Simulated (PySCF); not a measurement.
Level of theory: PySCF 2.14.0 with ωB97X-D3(BJ)/def2-TZVP // PBE0-D3(BJ)/def2-TZVP. Isolated molecules, 0 K electronic values unless said otherwise. One relaxed conformer stands for a flexible species; it need not be the lowest. Excitations are Tamm–Dancoff values on a coarser integration grid. The basis has no diffuse functions, so Rydberg states are missing or too high.

Reference species (SMILES): `C=[SiH][S@@](C)=O` (C–Si–S–O torsion 10°) (neutral, multiplicity 1).

| Item | Value |
|---|---|
| HOMO | -8.90 eV |
| T1 excitation (TDA) | 2.76 eV |
| HOMO–LUMO gap | 9.26 eV |

Changed species: `C=[SiH]C=S` (C–Si–C–S torsion 0°) (X = thioformyl; the reference has X = methylsulfinyl).

### Question
What does the change do to the HOMO, T1 excitation (TDA) and HOMO–LUMO gap?

### Answer
the HOMO rises by 0.06 eV, to -8.84 eV; the T1 excitation (TDA) falls by 1.56 eV, to 1.20 eV; the HOMO–LUMO gap drops by 1.72 eV, to 7.54 eV.
